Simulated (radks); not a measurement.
Excited configurations of the nitrogen ion N4+: one electron is placed in a higher orbital outside [He]. The ground configuration is [He] 2s1. All-electron calculation, Dirac Kohn-Sham, PBE, spin-unpolarised, spherical densities, point nucleus; open shells are shared between the two j in proportion to 2j + 1. Program: a radial shooting solver on a logarithmic mesh with Libxc functionals. Excitation = E - E(ground); binding = E(ion) - E, where the ion is the core of charge +5; n* = 5/sqrt(2 binding) in atomic units, and the quantum defect is n - n*. Eigenvalue and <r> are those of j = l + 1/2.

| outer orbital | excitation (eV) | binding (eV) | quantum defect | eigenvalue (eV) | <r> (bohr) |
|---|---|---|---|---|---|
| 3s | 55.250 | 41.857 | 0.149 | -38.070 | 2.445 |
| 4s | 73.909 | 23.199 | 0.171 | -21.235 | 4.421 |
| 5d | 83.205 | 13.903 | 0.054 | -12.667 | 6.798 |
| 5f | 83.361 | 13.746 | 0.026 | -12.406 | 6.268 |
| 7p | 89.821 | 7.286 | 0.168 | -6.730 | 14.01 |
| 7d | 89.930 | 7.177 | 0.116 | -6.612 | 13.82 |

The Delta-SCF ionisation energy is 97.107 eV (NIST Atomic Spectra Database: 97.890 eV, measured). Self-interaction in the functional shifts the binding energies and quantum defects, so they are the method's values and not measured ones. Spin polarisation and multiplet splitting are left out, so open shells lie too high by an amount that depends on their filling.

Beside tabulated values, note that spin-unpolarised runs miss the spin-polarisation part of the exchange energy of open shells.
